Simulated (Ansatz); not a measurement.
`C=NP[SiH3]`, 10 atoms. Total charge 0; spin multiplicity 1. All runs use 2 threads of an AMD EPYC on a shared host. Correlated methods freeze the cores.

Problem. Give the basis size and wall time and peak host memory of each of these runs in Ansatz. RKS B3LYP-D4/def2-TZVPP energy and forces; RHF-CCSD(T)/def2-SVP energy; direct RPA on PBE orbitals/def2-TZVPP energy; RKS PBE0-D4/def2-QZVPP energy; RHF-MP2/def2-QZVPP energy; RHF-CCSD(T)/def2-TZVPP energy; RKS ωB97M-V/def2-QZVPP energy; RKS PBE0-D4/def2-TZVP frequencies; RKS PBE0-D4/def2-TZVP relaxation (8 steps); RKS ωB97M-V/def2-SVP energy; RKS ωB97M-V/def2-TZVPP energy and forces; RKS PBE-D4/def2-TZVPP energy and forces. (Estimate.)

Solution. Ansatz gave: Other jobs shared the machine, so times are rough.

| level | job | functions | wall time | peak host memory (GiB) |
| --- | --- | --- | --- | --- |
| RKS ωB97M-V/def2-SVP | energy | 94 | 8.5 s | 0.47 |
| direct RPA on PBE orbitals/def2-TZVPP | energy | 230 | 13 s | 0.54 |
| RKS PBE-D4/def2-TZVPP | energy and forces | 230 | 17 s | 0.28 |
| RHF-CCSD(T)/def2-SVP | energy | 94 | 24 s | 0.47 |
| RKS B3LYP-D4/def2-TZVPP | energy and forces | 230 | 26 s | 0.6 |
| RKS PBE0-D4/def2-QZVPP | energy | 434 | 29 s | 1.3 |
| RKS ωB97M-V/def2-QZVPP | energy | 434 | 51 s | 1.6 |
| RKS ωB97M-V/def2-TZVPP | energy and forces | 230 | 62 s | 0.76 |
| RHF-MP2/def2-QZVPP | energy | 434 | 110 s | 2.3 |
| RKS PBE0-D4/def2-TZVP | relaxation (8 steps) | 172 | 2.6 min | 0.4 |
| RHF-CCSD(T)/def2-TZVPP | energy | 230 | 5.1 min | 3.7 |
| RKS PBE0-D4/def2-TZVP | frequencies | 172 | 5.7 min | 0.47 |

B3LYP here is the variant with VWN-RPA as its local correlation; programs differ in this.
